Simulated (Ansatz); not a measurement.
Reaction (substitution at a C–Si bond): `CCO[SiH2]C` + `CN[Si](N)(F)F` → `CN[Si](F)(F)NC` + `CCO[SiH3]`

Computed with Ansatz on PBE0-D4/def2-TZVP structures; ΔE is electronic, products minus reactants. CBS: MP2 limit from def2 TZ/QZ plus the TZ coupled-cluster correction, frozen cores. Each species was taken in one conformer, which may not be the lowest.

```csv
species,HF/def2-TZVPP energy (Eh)
`CCO[SiH2]C`,-483.36277
`CN[Si](N)(F)F`,-638.46190
`CN[Si](F)(F)NC`,-677.49643
`CCO[SiH3]`,-444.29689
```

Task: Work out ΔE.

Result: ΔE = (-677.49643) + (-444.29689) − (-483.36277) − (-638.46190) = 0.03135 Eh = +19.7 kcal/mol. CCSD(T)/CBS gives +21.7 kcal/mol.

Largest T1 diagnostic among the species: 0.010.

In def2-TZVPP, CCSD(T) changes the Hartree–Fock value by +1.2 kcal/mol (the triples alone add +0.1 kcal/mol) and MP2 by +2.2 kcal/mol.
